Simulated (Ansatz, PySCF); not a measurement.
CH₇AlGe, SMILES [CH3][AlH][GeH3].

Geometry optimised at PBE-D3(BJ)/def2-SVP. The structure was generated by enumeration; whether it is a known compound was not checked.

Vertical ionisation energy (IE) and electron affinity (EA) in eV. Rows of orbital energies are one-electron estimates. Where ΔSCF, EOM or ADC give a negative EA the extra electron is unbound and the value depends on the basis.

| level | IE | EA |
|---|---|---|
| −ε(HOMO), −ε(LUMO), B3LYP/def2-TZVPD (PySCF) | 7.19 | 1.93 |
| −ε(HOMO), −ε(LUMO), PBE/def2-TZVPD (PySCF) | ? | ? |
| ΔSCF, CAM-B3LYP/def2-SVPD (Ansatz), final states of multiplicity 2 and 2 | 9.47 | 0.12 |
| ΔSCF, PBE/def2-SVPD (Ansatz), final states of multiplicity 2 and 2 | 9.12 | 0.27 |

### Question
Fill in the missing entries. (The exact figures need the calculation; the answer reports its results.)

### Answer

- −ε(HOMO), −ε(LUMO), PBE/def2-TZVPD (PySCF), IE: 6.32
- −ε(HOMO), −ε(LUMO), PBE/def2-TZVPD (PySCF), EA: 2.48

### Question
What vertical singlet–triplet gap does ΔSCF give with CAM-B3LYP/def2-SVPD (Ansatz, an electronic-structure program) and with PBE/def2-SVPD (Ansatz)? (Estimate from the structure and the level; the computed values follow.)

### Answer
4.04 and 3.58 eV (triplet above singlet where positive).
